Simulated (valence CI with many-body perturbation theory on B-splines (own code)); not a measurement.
## Rb16+: one-electron terms

Level of theory: valence CI with perturbative core correlation (CI+MBPT): three valence electrons over a frozen Dirac-Fock core [Ar], radial functions for each j: 9 s, 9 p, 10 d, 8 f, 5 g, 3 h, 1 i, with the one-electron correlation potential Σ1 (screened to all orders), the two-electron term Σ2, the three-electron term Σ3, Breit, model QED; selected single and double excitations, second order for the rest (own B-spline code, finite nucleus).

No measured levels were compared; by estimate terms of the open shell hold to 2 to 4 % of their energy, and close levels can change places. Core correlation moves these levels by up to 5200 cm⁻¹, and in measured spectra 5 to 20 % of such shifts remained as error; rates that hang on mixing are uncertain with them. Only levels of the ground parity were solved; by the run's estimate the other parity begins above the list, which can be wrong where configurations are misplaced.

These are the spectroscopic orbitals of the CI (the correlating ones are not listed), shaped by the core and the other valence electrons. h is the expectation value of the core's Dirac-Fock operator, without the valence repulsion; Σ1 is computed up to l = 3 at one energy for each symmetry, that of its lowest orbital but kept below the first core excitation, so for empty shells it is not the orbital's own correlation shift; Breit and QED include the response of the core.

```csv
Orbital,h (hartree),Σ1 (cm⁻¹),Breit (cm⁻¹),QED (cm⁻¹),⟨r⟩ (bohr)
4s1/2,-15.558,-7193,779,559,0.9819
5s1/2,-9.2218,-2529,360,260,1.654
6s1/2,-6.1113,-1221,193,140,2.505
4p1/2,-14.59,-7910,1208,-51.4,1.002
5p1/2,-8.7643,-2865,579,-24.1,1.696
6p1/2,-5.8598,-1403,318,-13.1,2.571
4p3/2,-14.447,-7734,759,0.3,1.013
5p3/2,-8.6982,-2832,363,0.5,1.710
6p3/2,-5.8237,-1393,204,0.3,2.587
3d3/2,-25.854,-21762,1296,-216,0.4296
4d3/2,-12.962,-7447,420,-49.5,1.023
5d3/2,-8.0115,-2987,209,-23.0,1.764
3d5/2,-25.767,-21459,343,-160,0.4317
4d5/2,-12.935,-7383,154,-34.2,1.026
5d5/2,-7.9986,-2959,77.3,-15.8,1.767
4f5/2,-11.639,-11866,-21.6,-20.3,0.9801
5f5/2,-7.4206,-5297,-11.7,-11.0,1.756
4f7/2,-11.633,-11502,-86.0,-16.1,0.9808
5f7/2,-7.4172,-5118,-44.4,-8.7,1.757
5g7/2,-7.1649,,-1.5,-1.4,1.607
5g9/2,-7.1637,,-5.1,-0.4,1.607
```

Among the shells of the start configuration 3d3, Σ1 is largest in size for 3d3/2, where it is 0.38 % of h.

Lowest root of each symmetry, sizes in configuration state functions:

| J | Parity | Roots | Reference | Variational | Second order | Change by selected CI (cm⁻¹) | Change by second order (cm⁻¹) |
| --- | --- | --- | --- | --- | --- | --- | --- |
| 1/2 | even | 2 | 43 | 3390 | 1899 | -4814 | -1 |
| 3/2 | even | 5 | 71 | 6440 | 10646 | -3375 | 0 |
| 5/2 | even | 5 | 79 | 7812 | 10542 | -3272 | -1 |
| 7/2 | even | 3 | 66 | 7612 | 7353 | -3260 | -1 |
| 9/2 | even | 3 | 49 | 6782 | 1877 | -3351 | -1 |
| 11/2 | even | 1 | 25 | 4732 | 2136 | -5351 | -2 |
